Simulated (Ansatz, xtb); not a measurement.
# Relative energy of two isomers of CH7NOSi3

Structure a: `N#C[Si@@H](O)[SiH2][SiH3]`, a singlet. Structure b: `N#C[SiH2][SiH2][SiH2]O`, a singlet. Both are isolated molecules in the gas phase, relaxed with PBE0-D3(BJ)/def2-SVP, each in the lowest conformer that the search found.

Task: Estimate E(b) − E(a) at the level CCSD(T)/def2-SVP + ΔMP2/def2-TZVPP.

Result: Too close to call at this level: CCSD(T)/def2-SVP + ΔMP2/def2-TZVPP gives E(b) − E(a) = +0.016 eV.

The same difference at several levels:

```
                             level              geometry  E(b) − E(a) (eV)  departure from the last row (eV)  job, with rough time for the two
              PBE0-D3(BJ)/def2-SVP  PBE0-D3(BJ)/def2-SVP              −0.012                            −0.028             optimisation, 1.9 min
                       HF/def2-SVP  PBE0-D3(BJ)/def2-SVP              +0.076                            +0.059           part of the CCSD(T) run
                      MP2/def2-SVP  PBE0-D3(BJ)/def2-SVP              +0.023                            +0.007           part of the CCSD(T) run
                  CCSD(T)/def2-SVP  PBE0-D3(BJ)/def2-SVP              +0.022                            +0.006                      single point
CCSD(T)/def2-SVP + ΔMP2/def2-TZVPP  PBE0-D3(BJ)/def2-SVP              +0.016                                                  single point, 31 s
```

As drawn, both hold the same kinds of bond in the same numbers.

The largest departure from CCSD(T)/def2-SVP + ΔMP2/def2-TZVPP is that of HF/def2-SVP, 0.059 eV. Levels run at GFN2-xTB geometries aren't shown. The last row adds to CCSD(T) the change of the MP2 difference between the two basis sets, here −0.006 eV.

With thermal terms from frequencies at re-optimised GFN2-xTB minima (ideal gas, soft modes damped towards free rotors, one conformer each, 298.15 K, 1 atm): on the last row, ΔE + ΔZPE = +0.031, ΔH = +0.018, ΔG = +0.062 eV.

The correlated steps freeze 18 core orbitals. Mirror images aren't counted in ΔG. Codes used: Ansatz 0.2.0, xtb 6.7.1; the last row on 2 threads of Intel(R) Xeon(R) 6975P-C (Granite Rapids) on a shared host.
